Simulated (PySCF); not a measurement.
C4H5 (SMILES [C]1=CCC1), doublet, geometry from GFN2-xTB; DF-CAMB3LYP/def2-TZVPD (PySCF).

PySCF was given this input:
```python
from pyscf import gto, scf, dft
import numpy

mol = gto.Mole()
mol.atom = '''
    C    -0.02205061   -0.68473402    0.84115130
    C    -0.00826608    0.63490979    0.88350398
    C     0.00201276   -0.84177276   -0.65304234
    C     0.01874293    0.70825289   -0.63453241
    H    -0.01290424    1.39550575    1.63691836
    H    -0.88690102   -1.29361008   -1.08611356
    H     0.89519009   -1.31321238   -1.05535354
    H     0.92842902    1.14581919   -1.04347686
    H    -0.86644785    1.16556213   -1.07445758
'''
mol.basis = 'def2-tzvpd'
mol.spin = 1
mol.verbose = 4
mol.build()
print('smallest overlap eigenvalue', numpy.linalg.eigvalsh(mol.intor('int1e_ovlp'))[0])

mf = dft.UKS(mol)
mf.xc = 'camb3lyp'
mf = mf.density_fit(auxbasis='def2-universal-jkfit')
mf = scf.addons.remove_linear_dep_(mf, threshold=1e-5, lindep=1e-5)
mf.kernel()
```

Output, abridged:

```
PySCF version 2.14.0

[INPUT] verbose = 4
[INPUT] num. atoms = 9
[INPUT] num. electrons = 29
[INPUT] charge = 0
[INPUT] spin (= nelec alpha-beta = 2S) = 1
[INPUT] symmetry False subgroup None
[INPUT] Mole.unit = angstrom
[INPUT] Symbol           X                Y                Z      unit          X                Y                Z       unit  Magmom
[...]
nuclear repulsion = 106.576406971419
number of shells = 77
number of NR pGTOs = 263
number of NR cGTOs = 193
basis = def2-tzvpd
ecp = {}
input.py:25: DeprecationWarning: remove_linear_dep_ is deprecated and will be removed in a future release. Linear dependency handling is now built into the SCF procedure by default. Linear dependency removal can be controlled using the following settings:
  pyscf.scf.hf.remove_overlap_zero_eigenvalue = True
  pyscf.scf.hf.overlap_zero_eigenvalue_threshold = 1e-6

  mf = scf.addons.remove_linear_dep_(mf, threshold=1e-5, lindep=1e-5)
smallest overlap eigenvalue 2.7280428851937363e-06
Applying remove_linear_dep_ on SCF object.
Using canonical orthogonalization with threshold 1e-05

******** <class 'pyscf.df.df_jk.DFUKS'> ********
method = DFUKS
initial guess = minao
damping factor = 0
level_shift factor = 0
DIIS = <class 'pyscf.scf.diis.CDIIS'>
diis_start_cycle = 1
diis_space = 8
diis_damp = 0
SCF conv_tol = 1e-09
SCF conv_tol_grad = None
SCF max_cycles = 50
direct_scf = False
number electrons alpha = 15  beta = 14
XC library pyscf.dft.libxc version 7.1.2
    S. Lehtola, C. Steigemann, M. J. T. Oliveira, and M. A. L. Marques,  SoftwareX 7, 1–5 (2018)
XC functionals = camb3lyp
    T. Yanai, D. P. Tew, and N. C. Handy,  Chem. Phys. Lett. 393, 51 (2004)
radial grids:
    Treutler-Ahlrichs [JCP 102, 346 (1995); DOI:10.1063/1.469408] (M4) radial grids

becke partition: Becke, JCP 88, 2547 (1988); DOI:10.1063/1.454033
pruning grids: <function nwchem_prune>
grids dens level: 3
symmetrized grids: False
atomic radii adjust function: <function treutler_atomic_radii_adjust>
small_rho_cutoff = 0
Set gradient conv threshold to 3.16228e-05
tot grids = 105512
******** <class 'pyscf.df.df.DF'> ********
auxbasis = def2-universal-jkfit
Create RSH-DF object <pyscf.df.df.DF object> for omega=0.33
******** <class 'pyscf.df.df.DF'> ********
auxbasis = auxmol.basis = def2-universal-jkfit
init E= -155.883150715307

cycle= 1 E= -155.227967399869  delta_E= 0.655  |g|= 0.162  |ddm|= 1.83
cycle= 2 E= -155.241675598451  delta_E= -0.0137  |g|= 0.102  |ddm|= 0.355
[...]
cycle= 22 E= -155.248407895461  delta_E= 1.62e-09  |g|= 6e-05  |ddm|= 6.24e-05
cycle= 23 E= -155.248407896493  delta_E= -1.03e-09  |g|= 6.71e-05  |ddm|= 8.07e-05
cycle= 24 E= -155.248407896047  delta_E= 4.46e-10  |g|= 6.05e-05  |ddm|= 8.28e-05
cycle= 25 E= -155.248407896238  delta_E= -1.92e-10  |g|= 6.37e-05  |ddm|= 0.000196
cycle= 26 E= -155.248407892422  delta_E= 3.82e-09  |g|= 6.12e-05  |ddm|= 0.000117
cycle= 27 E= -155.248407896257  delta_E= -3.84e-09  |g|= 5.89e-05  |ddm|= 0.000271
cycle= 28 E= -155.248407892874  delta_E= 3.38e-09  |g|= 6.2e-05  |ddm|= 9.49e-05
cycle= 29 E= -155.248407896839  delta_E= -3.96e-09  |g|= 6.78e-05  |ddm|= 0.000156
cycle= 30 E= -155.248407898055  delta_E= -1.22e-09  |g|= 4.75e-05  |ddm|= 7.03e-05
cycle= 31 E= -155.248407897339  delta_E= 7.16e-10  |g|= 5.86e-05  |ddm|= 5.56e-05
cycle= 32 E= -155.248407897314  delta_E= 2.53e-11  |g|= 6.24e-05  |ddm|= 3.72e-05
cycle= 33 E= -155.248407896864  delta_E= 4.5e-10  |g|= 6.41e-05  |ddm|= 5.63e-05
cycle= 34 E= -155.248407894216  delta_E= 2.65e-09  |g|= 7.46e-05  |ddm|= 0.000195
cycle= 35 E= -155.248407894342  delta_E= -1.26e-10  |g|= 7.04e-05  |ddm|= 2.32e-05
cycle= 36 E= -155.248407893906  delta_E= 4.36e-10  |g|= 6.02e-05  |ddm|= 0.000257
cycle= 37 E= -155.248407894023  delta_E= -1.17e-10  |g|= 6.27e-05  |ddm|= 3.54e-05
cycle= 38 E= -155.248407896322  delta_E= -2.3e-09  |g|= 6.5e-05  |ddm|= 0.00015
cycle= 39 E= -155.248407897103  delta_E= -7.81e-10  |g|= 6.03e-05  |ddm|= 9.66e-05
cycle= 40 E= -155.248407896726  delta_E= 3.77e-10  |g|= 5.79e-05  |ddm|= 6.59e-05
cycle= 41 E= -155.248407897131  delta_E= -4.05e-10  |g|= 6.47e-05  |ddm|= 9.43e-05
cycle= 42 E= -155.248407896387  delta_E= 7.44e-10  |g|= 7.17e-05  |ddm|= 5.19e-05
cycle= 43 E= -155.248407895846  delta_E= 5.41e-10  |g|= 7.61e-05  |ddm|= 9.76e-05
cycle= 44 E= -155.248407895054  delta_E= 7.92e-10  |g|= 6.5e-05  |ddm|= 6.94e-05
cycle= 45 E= -155.248407898567  delta_E= -3.51e-09  |g|= 3.84e-05  |ddm|= 0.000163
cycle= 46 E= -155.248407897453  delta_E= 1.11e-09  |g|= 5.47e-05  |ddm|= 8.65e-05
cycle= 47 E= -155.248407897507  delta_E= -5.39e-11  |g|= 5.47e-05  |ddm|= 1.88e-05
cycle= 48 E= -155.248407897432  delta_E= 7.51e-11  |g|= 4.65e-05  |ddm|= 0.000119
cycle= 49 E= -155.248407897759  delta_E= -3.27e-10  |g|= 4.03e-05  |ddm|= 2.76e-05
cycle= 50 E= -155.248407897803  delta_E= -4.41e-11  |g|= 4.56e-05  |ddm|= 9.26e-05
SCF not converged.
SCF energy = -155.248407897803 after 50 cycles  <S^2> = 0.75912824  2S+1 = 2.0091075
```

The run did not converge; its last values are not results.
